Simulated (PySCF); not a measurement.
# A series of related molecules

Computed, not measured: quadratic response CAM-B3LYP/aug-cc-pVDZ first hyperpolarisability, Taylor convention, gas phase (PySCF 2.14.0). Geometry: PBE0-D3(BJ)/def2-SVP.

Each molecule in one low-energy conformer. The parent is S=Cc1ncccn1.

Q: How does the norm of the vector part βᵢ = ⅓ Σⱼ (βᵢⱼⱼ + βⱼᵢⱼ + βⱼⱼᵢ) of the static first hyperpolarisability change along this series?
- S=Cc1ncccn1 (base)
- C#Cc1cnc(C=S)nc1 (H replaced by ethynyl)
- CSc1cnc(C=S)nc1 (H replaced by SCH3)

A: 
| molecule | static β vector norm (au) | static β HRS (au) | S1 (eV) |
| --- | --- | --- | --- |
| S=Cc1ncccn1 | 536 | 220 | 1.89 |
| C#Cc1cnc(C=S)nc1 | 1498 | 615 | 1.84 |
| CSc1cnc(C=S)nc1 | 3053 | 1272 | 1.92 |

The norm of the vector part βᵢ = ⅓ Σⱼ (βᵢⱼⱼ + βⱼᵢⱼ + βⱼⱼᵢ) of the static first hyperpolarisability is lowest for S=Cc1ncccn1 and highest for CSc1cnc(C=S)nc1.
